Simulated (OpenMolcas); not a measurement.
**I II: thermal populations, Slater's ratio, worked from levels**

* Program: OpenMolcas
* Basis: ANO-RCC-VTZP [7s6p4d2f1g]
* Scalar Hamiltonian: DKH2, point nucleus
* Active space: 4 electrons in 3 orbitals (5p)
* State averaging: 2S+1 = 3 even, 3 roots; 2S+1 = 1 even, 6 roots
* Spin-orbit coupling: state interaction with AMFI integrals over the reference wave functions, term energies averaged over their components

Methods: CASSCF; SS-CASPT2, IPEA 0.25 Eh, imaginary shift 0.1 Eh (closed shells correlated: 4d 5s). Measured levels: NIST Handbook of Basic Atomic Spectroscopic Data.

**Thermal populations.** Z = Σ (2J + 1) exp(-E/kT) with k = 0.695035 cm-1/K, over the levels below. No other level of either list lies under 81000 cm-1, which is above 7 kT at each temperature.

```tsv
Level	2J + 1	SS-CASPT2	measured
5s² 5p⁴ ³P₂	5	0.0	0.0
5s² 5p⁴ ³P₀	1	6250	6448
5s² 5p⁴ ³P₁	3	6340	7087
5s² 5p⁴ ¹D₂	5	13550	13727
5s² 5p⁴ ¹S₀	1	29260	29501
```

```tsv
T (K)	Z, SS-CASPT2	Z, measured levels	Ground level (%), SS-CASPT2	Ground level (%), measured levels
5000	5.751	5.643	86.9	88.6
8000	6.727	6.581	74.3	76.0
12000	7.890	7.738	63.4	64.6
```

At 12000 K, kT = 8340 cm-1, and the computed levels give Z = 5.000 + 0.473 + 1.403 + 0.985 + 0.030 = 7.890.

**Slater's ratio.** With one set of orbitals, p4 has ¹D - ³P = 6 F2 and ¹S - ¹D = 9 F2 (F2 = F²/25), a ratio of 3/2. Term energies are centres of gravity, weighted by 2J + 1.

```tsv
Source	¹D - ³P	¹S - ³P	F2 from the first	Ratio
CASSCF	12669	30309	2112	1.392
SS-CASPT2	10739	26457	1790	1.464
measured	10648	26423	1775	1.481
```

Energies in cm-1. A ratio away from 3/2 shows effects beyond one configuration with one set of orbitals, and in heavier atoms second-order spin-orbit shifts.

Term energies are means over components that CASPT2 splits; among the terms shown or strongly mixed into the levels shown the widest spread is 160 cm-1 (5s² 5p⁴ ¹D, SS-CASPT2). With the s shell closed, the reference lacks s² → p² mixing. Computed and measured levels are paired by configuration, term and J; levels that our copy of the source lacks, or whose pairing is in doubt (as where it misses far off the trend of its configuration), stay unpaired and out of the deviations. Levels of configurations outside the active space are missing.
